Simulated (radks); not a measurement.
Values are calculated unless marked as measured or tabulated.
Charge is removed step by step from the 4d down level of Ce2+, starting from [Kr] 4d(up 5, down 5) 4f2 5s2 5p6. Level of theory: scalar-relativistic Kohn-Sham, PBEsol, spin-polarised, spherical densities, finite nucleus; open shells are filled with parallel spins first (spin-orbit coupling, left out, can overturn this in heavy ions); Fermi nuclear charge, rms radius 4.8771 fm (a radial shooting solver on a logarithmic mesh with Libxc functionals).

| removed (e) | E - E(0) (eV) | eigenvalue (eV) | E minus straight line (eV) |
|---|---|---|---|
| 0 | 0.000 | -115.61 | 0.000 |
| 0.25 | 29.442 | -120.13 | -1.780 |
| 0.5 | 60.041 | -124.85 | -2.404 |
| 0.75 | 91.844 | -129.75 | -1.823 |
| 1 | 124.89 | -134.79 | 0.000 |

Removing the whole electron costs 124.89 eV by Delta-SCF, against 115.61 eV from minus the eigenvalue at the starting occupation. Slater's transition state (half an electron removed) gives 124.85 eV. Integrating minus the eigenvalue over the occupation (Janak's theorem) gives 124.97 eV. In this scalar-relativistic scheme the density is built from large components alone, so the theorem holds only approximately. The mean slope of the eigenvalue, de/dn, is 19.2 eV per electron.
